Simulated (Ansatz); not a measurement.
Ideal-gas functions of `OB(F)O[SiH3]` at 298.15 K and 1 bar, from an Ansatz frequency run at PBE0-D4/def2-TZVP.

Molar mass 93.93 g/mol, point group Cs (symmetry number 1), electronic degeneracy 1, moments of inertia 54.57, 220.914, 269.538 u Å². Harmonic wavenumbers (cm⁻¹, unscaled): 67, 99, 108, 401, 466, 529, 678, 702, 732, 762, 952, 956, 965, 998, 1051, 1418, 1492, 2241, 2244, 2259, 3900.

Use S(trans) = R[1.5 ln M + 2.5 ln T − 1.1517]; rotational temperatures θ = 24.2544 K / I; S(rot) = R[ln(√π/σ · √(T³/θAθBθC)) + 1.5]; for each mode x = 1.438777 ν̃/T, S = R[x/(eˣ − 1) − ln(1 − e⁻ˣ)] and H = RT x/(eˣ − 1); 1 cm⁻¹ = 0.0119627 kJ/mol; R = 8.31446 J/(mol·K).

**Question.** By hand: the entropy, in J/(mol·K).

**Answer.** Translation 165.5. Rotation: θ = 0.4445, 0.1098, 0.09 K, giving 110.9. Vibration, mode by mode: 17.74, 14.53, 13.83, 4.01, 3.13, 2.47, 1.39, 1.27, 1.13, 1.01, 0.47, 0.47, 0.45, 0.39, 0.32, 0.07, 0.05, 0.00, 0.00, 0.00, 0.00, in all 62.7. Electronic 0.0. Sum 339.1 J/(mol·K).

**Question.** By hand: H − E and G − E in kJ/mol, counted from the electronic energy.

**Answer.** Zero-point energy ½ × 23020 × 0.0119627 = 137.7; thermal vibration 9.6; translation, rotation and pV give 4 RT = 9.9. H − E = 157.2 kJ/mol, and G − E = 157.2 − 298.15 × 339.1/1000 = 56.1 kJ/mol.

Vibration gives 18 % of the entropy, 46.1 J/(mol·K) of it from the modes under 150 cm⁻¹: soft modes count most, and the harmonic formula is weakest for them. The sum counts one conformer and one mirror image; others add a mixing term.
